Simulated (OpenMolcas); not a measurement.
**Computed transition rates of neutral selenium**

- Program: OpenMolcas 26.06
- Method: MS-RASPT2, IPEA 0.25 Eh, imaginary shift 0.1 Eh (closed shells correlated: 3d 4s)
- Basis: ANO-RCC [9s8p6d4f2g]
- Scalar Hamiltonian: DKH2, point nucleus
- Active space: 4 electrons in 9 orbitals (RAS2 4p; RAS3 4d 5s, at most 1 electron)
- State averaging: 2S+1 = 3 even, 3 roots; 2S+1 = 1 even, 6 roots; 2S+1 = 5 odd, 6 roots; 2S+1 = 3 odd, 11 roots; 2S+1 = 1 odd, 5 roots (0 in the spin-orbit step)
- Spin-orbit coupling: state interaction with AMFI integrals over the reference wave functions, term energies averaged over their components

Rates come from the transition moments of the reference wave functions (E1 and E2 in the length form). At fixed line strength A goes as λ^-3 for E1 and M1 and as λ^-5 for E2, so a rate at the computed wavelength can be rescaled to the measured one. Measured vacuum wavelengths follow from level energies in NIST Handbook of Basic Atomic Spectroscopic Data. Branching counts decays inside the model space alone, at computed energies, and the table is only a selection of the E2 and M1 lines, drawn from those between levels with measured partners whose computed energy lies within a factor of 1.5 of the measured one.

| Upper | Lower | Type | λ computed (nm) | λ measured (nm) | A computed (s-1) | A rescaled (s-1) | Branching % |
| --- | --- | --- | --- | --- | --- | --- | --- |
| 4s² 4p⁴ ³P₀ | 4s² 4p⁴ ³P₁ | M1 | 16460 | 18350 | 1.20e-02 | 8.66e-03 | 98.7 |
| 4s² 4p⁴ ³P₁ | 4s² 4p⁴ ³P₂ | M1 | 5410 | 5026 | 1.40e-01 | 1.75e-01 | 100.0 |
| 4s² 4p⁴ ³P₀ | 4s² 4p⁴ ³P₂ | E2 | 4072 | 3946 | 1.56e-04 | 1.83e-04 | 1.3 |
| 4s² 4p⁴ ¹D₂ | 4s² 4p⁴ ³P₁ | M1 | 1280 | 1318 | 1.01e-01 |  | 15.0 |
| 4s² 4p⁴ ¹D₂ | 4s² 4p⁴ ³P₂ | M1 | 1035 | 1044 | 5.64e-01 |  | 83.9 |
| 4s² 4p⁴ ¹D₂ | 4s² 4p⁴ ³P₂ | E2 | 1035 | 1044 | 7.19e-03 |  | 1.1 |
| 4s² 4p⁴ ¹S₀ | 4s² 4p⁴ ¹D₂ | E2 | 593.8 | 777 | 9.56e+00 | 2.49e+00 | 52.4 |
| 4s² 4p⁴ ¹S₀ | 4s² 4p⁴ ³P₁ | M1 | 405.6 | 488.8 | 8.15e+00 |  | 44.7 |
| 4s² 4p⁴ ¹S₀ | 4s² 4p⁴ ³P₂ | E2 | 377.3 | 445.5 | 5.39e-01 |  | 3.0 |

Spin-changing lines and M1 lines between different terms are not rescaled, since their strength hangs on the term gaps too.

The largest correction is for 4s² 4p⁴ ¹S₀ → 4s² 4p⁴ ¹D₂ (E2): 9.56e+00 × (593.8 / 777)^5 = 2.49e+00 s-1, a factor of 0.26.

The computed rate and branching of 4s² 4p⁴ ³P₁ → 4s² 4p⁴ ³P₂ give the upper level a radiative lifetime of 1.000 / 1.40e-01 s-1 = 7.14e+00 s, counting decays inside the model space alone. The rescaled rate gives about 5.7e+00 s.

No measured rate stands beside these. Rescaling mends the energy factor alone: line strengths can still be far off where a level mixes with configurations outside the active space, and weak or spin-changing lines hang on small mixing coefficients that depend on the term gaps too, so rescaling need not improve them.

CASPT2 does not keep the components of a term degenerate, so their means are used; among the terms shown or strongly mixed into the levels shown the widest spread is 220 cm-1 (4s² 4p⁴ ¹D). Some high roots are left out of the spin-orbit mixing, which shifts the levels that they would mix with. With the s shell closed, the reference lacks s² → p² mixing. Some terms miss by over 15 % even with CASPT2, which points to a basis or an active space too small for the shells correlated. Computed and measured levels are paired by configuration, term and J; levels that our copy of the source lacks, or whose pairing is in doubt (as where it misses far off the trend of its configuration), stay unpaired. Only configurations of the active space appear.
